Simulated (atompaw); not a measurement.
# Logarithmic derivatives: Zn (Z = 30), PAW (atompaw)

| Item | Value |
| --- | --- |
| Element | Zn (Z = 30) |
| Generator | atompaw 4.2.0.5 |
| Type | PAW |
| Functional | PBEsol |
| Relativity | scalar-relativistic |
| Frozen core | [Ne] 3s2 |
| Valence charge | 18 |
| Reference configuration | 3p6 3d10 4s2 4p0 |
| Partial waves | 4s (bound): rc 2.05 bohr; 4s channel at -0.19 Ry: rc 2.05 bohr; 3p (bound): rc 1.05 bohr; 4p (bound, empty): rc 2.05 bohr; 3d (bound): rc 1.50 bohr; 3d channel at 2.4 Ry: rc 1.50 bohr |
| Local potential | troulliermartins scheme with l = 3 at 0 Ry, radius 1.40 bohr |
| Core correction | smooth core density matched at 1.10 bohr |
| Augmentation charge | sinc compensation charge, radius 1.75 bohr; PAW radius 2.05 bohr; waves and projectors: custom rrkj vanderbiltortho |

The phase is arctan(r·u′/u) with u = r·R(r), unwrapped; energies in Ry, scanned from -8 to 5 Ry. A pole is an energy at which the radial function vanishes at the test radius. The pseudo phase is shifted by a multiple of π to meet the all-electron one at the reference energy, and phase errors are pseudo minus all-electron; the curves can meet again beyond the range given. Levels narrower than the energy grid can be missing from the lists of poles.

For each channel, where are the poles, and over which energies does the pseudopotential scatter like the atom?

```
channel  radius (bohr)  reference energy (Ry)  poles, all-electron  poles, pseudo  unbroken range about the reference energy with phases within 0.05 rad  phase error 1 Ry above the reference energy (rad)
      s           2.05                  -0.44                 3.02    -3.78, 3.02                                                             above -3.7                                             +0.000
      p           2.05                  -0.08          -6.08, 4.45    -6.08, 4.00                                                        the whole range                                             -0.014
      d           2.05                  -0.75                -0.54          -0.54                                                        the whole range                                             -0.000
```

Note: ghost state, extra bound levels that the all-electron valence spectrum of the same l lacks: s at -51.2 eV. A true bound ghost makes a file unfit for plane-wave use.

Phases in the s channel:

```tsv
E (Ry)	all-electron	pseudo
-8.00	1.386	4.525
-7.52	1.379	4.518
-7.04	1.371	4.510
-6.56	1.361	4.502
-6.08	1.351	4.491
-5.60	1.339	4.479
-5.12	1.325	4.465
-4.64	1.308	4.449
-4.16	1.288	4.427
-3.68	1.263	1.271
-3.20	1.230	1.231
-2.72	1.186	1.186
-2.24	1.122	1.122
-1.76	1.024	1.024
-1.28	0.853	0.853
-0.80	0.513	0.513
-0.32	-0.132	-0.132
0.16	-0.787	-0.787
0.64	-1.135	-1.135
1.12	-1.312	-1.312
1.60	-1.415	-1.415
2.08	-1.483	-1.483
2.56	-1.533	-1.533
3.04	-1.572	-1.573
3.52	-1.606	-1.606
4.00	-1.636	-1.637
4.48	-1.665	-1.667
4.96	-1.695	-1.698
```
